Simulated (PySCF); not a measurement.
C2H6GeN2, SMILES [NH2][Ge@H]1[CH]=N[CH2]1.

Geometry optimised at PBE-D3(BJ)/def2-SVP. The structure was generated by enumeration; whether it is a known compound was not checked. Other conformers were not sampled.

Computed with PBE-D3(BJ)/def2-SVP (PySCF).

Frequencies are harmonic and unscaled.

```
mode  ν (cm⁻¹)  IR (km/mol)  moving atoms (share of kinetic energy)
----  --------  -----------  --------------------------------------
1           97          3.0                 N 57 %, Ge 21 %, H 20 %
2          163          4.3         N 32 %, H 31 %, C 25 %, Ge 11 %
3          240         30.6                          H 83 %, N 10 %
4          328          3.9                  H 43 %, C 29 %, N 25 %
5          407          1.9         C 41 %, Ge 27 %, N 23 %, H 10 %
6          449        160.2                          H 68 %, N 25 %
7          522         31.3                 C 57 %, H 26 %, Ge 10 %
8          594         24.7                                  H 89 %
9          613         31.3                           H 82 %, C 9 %
10         678         50.8                 N 56 %, H 25 %, Ge 17 %
11         719         49.1                          H 68 %, C 23 %
12         770         35.1                  N 37 %, C 36 %, H 27 %
13         874         12.1                          H 83 %, C 15 %
14         877         29.8                          H 85 %, N 11 %
15         944          9.7                  C 62 %, N 26 %, H 11 %
16        1092          3.2                          H 80 %, C 16 %
17        1106          2.2                          H 76 %, C 20 %
18        1207         23.4                  H 72 %, C 17 %, N 11 %
19        1367          1.4                           H 91 %, C 9 %
20        1490         16.6                           H 91 %, N 9 %
21        1585         19.5                          C 49 %, N 47 %
22        2023        176.5                                  H 99 %
23        2987         21.5                                  H 95 %
24        3043         31.0                           H 91 %, C 9 %
25        3046          6.6                          H 90 %, C 10 %
26        3455         13.0                                  H 96 %
27        3558         15.2                           H 91 %, N 9 %
```
